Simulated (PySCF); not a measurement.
**Shapes and spin states of HfO₂⁻**

Method: PBE0 in PySCF with Hf def2-SVPD with ECP60, O def2-SVPD; scalar-relativistic core potentials, no spin–orbit coupling; density-fitted integrals.

Relaxations began from a few typed shapes and spin states; open shells are unrestricted. The search is not exhaustive: other isomers or separated fragments can lie lower, and high-lying points may rest on an excited occupation.

Question: Order these stationary points by electronic energy, lowest first, in kJ/mol from the lowest minimum.
A. quartet C2v: Hf–O 2.246 Å (×2), O–O 1.305 Å; Hf–O–O 73.1° (×2), O–Hf–O 33.8°
B. doublet C2v: Hf–O 1.993 Å (×2), O–O 1.455 Å; Hf–O–O 68.6° (×2), O–Hf–O 42.8°
C. doublet D∞h: Hf–O 1.908 Å (×2); O–Hf–O 180.0°
D. doublet C2v: Hf–O 1.824 Å (×2); O–Hf–O 110.9°

Answer: D (0.0), C (159.9), B (436.3), A (683.3).

Question: Which of them are minima?

Answer: By energy in kJ/mol, 0.0: minimum; 159.9: saddle point, 2 imaginary modes; 436.3: minimum; 683.3: minimum.

Formally Hf is in oxidation state +3, d1, with 1 unpaired electron. The Mulliken spin on Hf is 1.19. The polar-tensor charge on Hf, 0.96, is far below the formal one.

For the lowest minimum: other spin states or occupations of the open shell can lie lower. The lowest empty level of this anion is unbound, so it and the gap depend on the basis. With an element this heavy the missing spin–orbit coupling can shift these numbers.
